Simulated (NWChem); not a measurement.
# tert-butanol (C4H10O); SMILES CC(C)(C)O

```xyz
15

C      0.4244    -0.7393    -1.2577
C     -0.0159     0.0094     0.0000
C      0.4244    -0.7393     1.2577
C      0.5301     1.4305     0.0000
O     -1.4286     0.1522     0.0000
H      1.5206    -0.8189    -1.3228
H      0.0566    -0.2192    -2.1547
H      0.0155    -1.7637    -1.2649
H      0.0566    -0.2192     2.1547
H      1.5206    -0.8189     1.3228
H      0.0155    -1.7637     1.2649
H      1.6300     1.4343     0.0000
H      0.1747     1.9709    -0.8898
H      0.1747     1.9709     0.8898
H     -1.8114    -0.7321     0.0000
```
Atoms are numbered in this order, from 1.

Level: PBE0/def2-SVP (NWChem), optimised geometry, unscaled harmonic frequencies. 

List the harmonic frequencies with IR intensities, and the thermochemistry.


```json
[
 {"frequency (cm⁻¹)": "213", "IR intensity (km/mol)": "1.2"},
 {"frequency (cm⁻¹)": "268", "IR intensity (km/mol)": "4.7"},
 {"frequency (cm⁻¹)": "279", "IR intensity (km/mol)": "0.0"},
 {"frequency (cm⁻¹)": "317", "IR intensity (km/mol)": "73.4"},
 {"frequency (cm⁻¹)": "342", "IR intensity (km/mol)": "1.3"},
 {"frequency (cm⁻¹)": "346", "IR intensity (km/mol)": "30.7"},
 {"frequency (cm⁻¹)": "416", "IR intensity (km/mol)": "0.4"},
 {"frequency (cm⁻¹)": "465", "IR intensity (km/mol)": "9.3"},
 {"frequency (cm⁻¹)": "475", "IR intensity (km/mol)": "15.8"},
 {"frequency (cm⁻¹)": "773", "IR intensity (km/mol)": "1.3"},
 {"frequency (cm⁻¹)": "915", "IR intensity (km/mol)": "0.3"},
 {"frequency (cm⁻¹)": "931", "IR intensity (km/mol)": "0.9"},
 {"frequency (cm⁻¹)": "944", "IR intensity (km/mol)": "0.0"},
 {"frequency (cm⁻¹)": "968", "IR intensity (km/mol)": "26.0"},
 {"frequency (cm⁻¹)": "1020", "IR intensity (km/mol)": "9.7"},
 {"frequency (cm⁻¹)": "1035", "IR intensity (km/mol)": "1.1"},
 {"frequency (cm⁻¹)": "1162", "IR intensity (km/mol)": "66.1"},
 {"frequency (cm⁻¹)": "1256", "IR intensity (km/mol)": "70.0"},
 {"frequency (cm⁻¹)": "1264", "IR intensity (km/mol)": "22.0"},
 {"frequency (cm⁻¹)": "1349", "IR intensity (km/mol)": "16.9"},
 {"frequency (cm⁻¹)": "1379", "IR intensity (km/mol)": "25.9"},
 {"frequency (cm⁻¹)": "1395", "IR intensity (km/mol)": "30.4"},
 {"frequency (cm⁻¹)": "1406", "IR intensity (km/mol)": "21.0"},
 {"frequency (cm⁻¹)": "1439", "IR intensity (km/mol)": "0.1"},
 {"frequency (cm⁻¹)": "1450", "IR intensity (km/mol)": "0.0"},
 {"frequency (cm⁻¹)": "1454", "IR intensity (km/mol)": "0.1"},
 {"frequency (cm⁻¹)": "1468", "IR intensity (km/mol)": "2.1"},
 {"frequency (cm⁻¹)": "1481", "IR intensity (km/mol)": "3.4"},
 {"frequency (cm⁻¹)": "1489", "IR intensity (km/mol)": "9.3"},
 {"frequency (cm⁻¹)": "3044", "IR intensity (km/mol)": "15.0"},
 {"frequency (cm⁻¹)": "3048", "IR intensity (km/mol)": "22.8"},
 {"frequency (cm⁻¹)": "3063", "IR intensity (km/mol)": "8.0"},
 {"frequency (cm⁻¹)": "3135", "IR intensity (km/mol)": "2.7"},
 {"frequency (cm⁻¹)": "3140", "IR intensity (km/mol)": "40.6"},
 {"frequency (cm⁻¹)": "3159", "IR intensity (km/mol)": "2.3"},
 {"frequency (cm⁻¹)": "3161", "IR intensity (km/mol)": "8.0"},
 {"frequency (cm⁻¹)": "3164", "IR intensity (km/mol)": "21.6"},
 {"frequency (cm⁻¹)": "3169", "IR intensity (km/mol)": "27.6"},
 {"frequency (cm⁻¹)": "3867", "IR intensity (km/mol)": "18.9"}
]
```

The zero-point energy is 85.2 kcal/mol and the thermal correction to the enthalpy at 298.15 K (with zero-point energy) comes out as 90.0 kcal/mol. The heat capacity Cv is 24.8 cal/(mol K) and the entropy at 298.15 K and 1 atm (symmetry number 1) is 76.8 cal/(mol K). The dipole moment is 1.49 D.

Rigid rotor and harmonic oscillator.
